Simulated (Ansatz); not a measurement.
Isolated molecules relaxed with PBE0-D4/def2-TZVP in Ansatz; ΔE leaves out vibrations. CCSD(T)/CBS is the MP2 limit (def2-TZVPP, def2-QZVPP) plus CCSD(T) − MP2 in def2-TZVPP, frozen cores. This one scheme is used for every species. DFT in def2-TZVPP. One conformer a species, not always the lowest.

`CO[SiH2]S[SiH2]F` + `F[SiH](F)S` → `F[SiH2]S[SiH](F)F` + `CO[SiH2]S`  (ligand exchange at the Si–S bond)

`CO[SiH2]S[SiH2]F`:

Cartesian coordinates in Å:
```
C 0.149 -1.487 1.108
O -0.472 -0.221 1.197
Si -1.566 0.401 0.159
S -0.736 1.986 -1.030
Si 1.248 1.274 -1.170
F 1.277 -0.221 -1.748
H -0.061 -2.050 2.020
H -0.210 -2.058 0.247
H 1.229 -1.357 1.013
H -2.060 -0.681 -0.730
H -2.673 1.029 0.915
H 1.949 2.162 -2.122
H 1.927 1.223 0.141
```

`F[SiH](F)S`:

Cartesian coordinates in Å:
```
F 0.533 -0.386 -1.568
Si -0.388 -0.085 -0.314
F -0.733 -1.505 0.300
S 0.600 1.135 1.086
H -1.623 0.579 -0.754
H 1.611 0.262 1.249
```

`F[SiH2]S[SiH](F)F`:

Z-matrix (Å, degrees):
```
Si
S 1 2.135
F 1 1.592 2 110.3
H 1 1.476 2 106.3 3 116.8
H 1 1.477 2 110.5 3 -119.7
Si 2 2.107 1 98.8 3 91.0
F 6 1.584 2 111.1 1 72.3
F 6 1.585 2 110.7 1 -45.1
H 6 1.469 2 110.0 1 -166.9
```

`CO[SiH2]S`:

Z-matrix (Å, degrees):
```
C
O 1 1.410
H 1 1.091 2 108.1
H 1 1.096 2 111.7 3 119.3
H 1 1.095 2 111.3 3 -119.1
Si 2 1.639 1 122.6 3 -170.3
S 6 2.120 2 109.8 1 171.1
H 6 1.488 2 108.6 1 49.0
H 6 1.485 2 111.9 1 -72.6
H 7 1.344 6 94.3 2 -69.2
```

Task: Is it downhill or uphill in electronic energy at CCSD(T)/CBS, and by how much? (Best estimate.)

Result: Computed: Uphill: ΔE = +3.6 kJ/mol.

Task: What do these levels give: ωB97X-V, B2PLYP, HF/def2-TZVPP, CCSD/def2-TZVPP, MP2/def2-QZVPP, SCS-MP2/def2-QZVPP? (An estimate is asked.)

Result: Ansatz gave: ωB97X-V 4.0, B2PLYP 1.9, HF/def2-TZVPP -0.3, CCSD/def2-TZVPP 3.3, MP2/def2-QZVPP 4.0, SCS-MP2/def2-QZVPP 3.1 kJ/mol.

Largest T1 diagnostic among the species: 0.012.

In def2-TZVPP, CCSD(T) changes the Hartree–Fock value by +4.4 kJ/mol (the triples alone add +0.7 kJ/mol) and MP2 by +4.8 kJ/mol. The D4 term adds +4.9 kJ/mol with B3LYP and +2.9 kJ/mol with PBE0; it sums over pairs of atoms, weighted by their polarisabilities, and B3LYP, whose exchange is more repulsive, gets the larger term.

B3LYP here is the variant with VWN-RPA as its local correlation; programs differ in this.
